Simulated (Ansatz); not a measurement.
CH7GeNS (`NC[S][GeH3]`), relaxed with RKS PBE-D4/def2-SVP in Ansatz 0.2.0 from a rough embedded geometry. The force threshold is 0.03 eV/Å; the program also tests the step.

Charge 0, multiplicity 1.

Start:

```xyz
11

N    -0.989    0.335   -1.115
C    -1.172   -0.118    0.205
S     0.013   -1.434    0.512
Ge    1.780   -0.164    0.598
H    -1.715    1.151   -1.290
H    -1.334   -0.418   -1.812
H    -2.206   -0.532    0.382
H    -1.033    0.694    0.951
H     1.629    0.921    1.611
H     3.077   -0.980    0.824
H     1.951    0.545   -0.866
```

```json
{"step": "1", "energy (eV)": "-69965.3892", "largest force (eV/Å)": "3.363", "largest move (Å)": "0.000"}
{"step": "2", "energy (eV)": "-69965.8123", "largest force (eV/Å)": "1.081", "largest move (Å)": "0.152"}
{"step": "3", "energy (eV)": "-69965.8606", "largest force (eV/Å)": "0.190", "largest move (Å)": "0.084"}
{"step": "4", "energy (eV)": "-69965.8814", "largest force (eV/Å)": "0.177", "largest move (Å)": "0.142"}
{"step": "5", "energy (eV)": "-69965.8988", "largest force (eV/Å)": "0.384", "largest move (Å)": "0.190"}
{"step": "6", "energy (eV)": "-69965.9085", "largest force (eV/Å)": "0.334", "largest move (Å)": "0.186"}
{"step": "7", "energy (eV)": "-69965.9153", "largest force (eV/Å)": "0.239", "largest move (Å)": "0.107"}
{"step": "8 (rejected)", "energy (eV)": "-69965.9095", "largest force (eV/Å)": "0.330", "largest move (Å)": "0.200"}
{"step": "9", "energy (eV)": "-69965.9249", "largest force (eV/Å)": "0.118", "largest move (Å)": "0.075"}
{"step": "10", "energy (eV)": "-69965.9258", "largest force (eV/Å)": "0.107", "largest move (Å)": "0.019"}
{"step": "11", "energy (eV)": "-69965.9262", "largest force (eV/Å)": "0.027", "largest move (Å)": "0.019"}
```

End:

```xyz
11

N    -0.920    0.536   -0.888
C    -1.298   -0.244    0.271
S     0.002   -1.486    0.689
Ge    1.772   -0.128    0.363
H    -1.542    1.343   -1.017
H    -0.955   -0.035   -1.743
H    -2.234   -0.849    0.186
H    -1.426    0.445    1.133
H     1.522    1.235    1.058
H     2.932   -0.882    1.075
H     2.148    0.065   -1.127
```

It took 9.5 s on 4 threads of a server CPU on a shared host, with 0.18 GiB of host memory at the peak.
